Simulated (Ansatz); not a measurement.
# Worked example: BH(CH3)(SH) + SnH3(SH) → BH(SH)2 + SnH3(CH3)

Species: BH(CH3)(SH), singlet; SnH3(SH), singlet; BH(SH)2, singlet; SnH3(CH3), singlet. The partners trade CH3 for SH: B–CH3 and Sn–SH bonds give way to B–SH and Sn–CH3.

Shapes, held fixed at every level: PBE0-D4/def2-TZVP. Flexible molecules stand in one conformer, not always the lowest. Programs: Ansatz 0.2.0. The zero-point and thermal change to 298 K, harmonic and unscaled (PBE0-D4/def2-TZVP), is 0.0 kJ/mol.

At CCSD(T)/def2-TZVPP; 1 Eh = 2625.50 kJ/mol:

| species | energy (Eh) |
| --- | --- |
| BH(CH3)(SH) | -463.586853 |
| SnH3(SH) | -613.792439 |
| BH(SH)2 | -822.107616 |
| SnH3(CH3) | -255.270769 |

Task: Work out ΔH(298 K) of the reaction at this level.

Result: 
1. Products less reactants: (-822.107616) + (-255.270769) − [(-463.586853) + (-613.792439)] = 0.000907 Eh = +2.4 kJ/mol.
2. With the thermal change: +2.4 + (0.0) = +2.4 kJ/mol.

Other levels give +5.4 (CCSD/def2-TZVPP) to +22.1 kJ/mol (HF/def2-TZVPP). No measured value is set beside it here. For atoms past krypton def2 sets carry core potentials with scalar relativity. Outer-core shells of Sn are correlated in most correlated rows, in sets that cover them unevenly. CCSD(T)/def2-TZVPP lies outside the range of all other levels here, so it shouldn't be taken on trust. That is about zero within the method's error.
